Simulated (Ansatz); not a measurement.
Relaxation of C2H7AlSSi (12 atoms, charge 0, multiplicity 1), to a largest force component of 0.015 eV/Å in at most 40 steps.

Theory: Ansatz, RKS CAM-B3LYP-D4/6-31G.

```xyz
12
Properties=species:S:1:pos:R:3
Al -1.489 0.460 1.623
Si -0.472 -0.525 -0.227
C 1.287 -0.873 0.083
S 2.100 0.359 -1.066
C 0.268 0.702 -1.415
H -1.860 2.084 1.569
H -1.874 -0.354 2.910
H -1.108 -1.610 -0.926
H 1.595 -1.892 -0.156
H 1.606 -0.642 1.168
H -0.006 0.477 -2.429
H 0.029 1.759 -1.099
```

**Question.** Where does it end, and by what steps?

**Answer.** The forces met the threshold. The force dipped under the threshold on the way, but the program's further checks kept it going. Limits of this set-up: no polarisation functions. After 18 steps the energy has fallen by 0.804 eV; H6 moved furthest, 0.72 Å.

```
step  energy less start (eV)  largest force component (eV/Å)  accepted
   0                  0.0000                           3.405       yes
   1                 -0.6628                           1.400       yes
   2                 -0.7765                           0.519       yes
   3                 -0.7729                           0.519        no
   4                 -0.7954                           0.046       yes
   5                 -0.7967                           0.051       yes
   6                 -0.7992                           0.037       yes
   7                 -0.7986                           0.169        no
   8                 -0.7991                           0.108        no
   9                 -0.8001                           0.015       yes
  10                 -0.8014                           0.048       yes
  11                 -0.8018                           0.072       yes
  12                 -0.8024                           0.076       yes
  13                 -0.8033                           0.057       yes
  14                 -0.8039                           0.027       yes
  15                 -0.8042                           0.018       yes
  16                 -0.8044                           0.018       yes
  17                 -0.8045                           0.012       yes
  18                 -0.8045                           0.006       yes
```

```xyz
12
Properties=species:S:1:pos:R:3
Al -1.615 0.559 1.710
Si -0.454 -0.446 -0.206
C 1.364 -1.036 0.120
S 2.103 0.410 -0.885
C 0.328 0.802 -1.468
H -2.543 1.849 1.509
H -1.454 -0.071 3.174
H -1.290 -1.502 -0.884
H 1.624 -1.992 -0.335
H 1.717 -1.018 1.150
H 0.200 0.534 -2.517
H 0.096 1.857 -1.334
```

Whether the end is a true minimum wasn't checked by a vibrational analysis.

Run time: 2.1 min on 1 thread of Arm Neoverse V1, with other jobs on the host, peak memory 0.22 GiB.
